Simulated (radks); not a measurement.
Values are calculated unless marked as measured or tabulated.
Valence configurations of Tc I (all share [Kr]). Level of theory: scalar-relativistic Kohn-Sham, LDA (Slater exchange, Perdew-Wang correlation), spin-unpolarised, spherical densities, point nucleus (a radial shooting solver on a logarithmic mesh with Libxc functionals). Order these by energy: 4d5 5s1 5p1; 4d4.5 5s1.5 5p1; 4d7; 4d4 5s2 5p1; 4d5 5s2; 4d5 5p2; 4d4.5 5s1 5p1.5; 4d6 5p1; 4d6 5s1; 4d5.5 5s0.5 5p1.

Answer. From the lowest, in eV above it: 4d6 5s1 0.000; 4d7 0.285; 4d5 5s2 0.872; 4d6 5p1 3.418; 4d5.5 5s0.5 5p1 3.895; 4d5 5s1 5p1 4.709; 4d4.5 5s1.5 5p1 5.894; 4d4 5s2 5p1 7.481; 4d4.5 5s1 5p1.5 8.001; 4d5 5p2 8.763. NIST lists [Kr] 4d5 5s2 as the ground configuration; this level of theory puts 4d6 5s1 lower, by 0.872 eV. The energies are those of spherical spin-averaged densities, not of single terms.
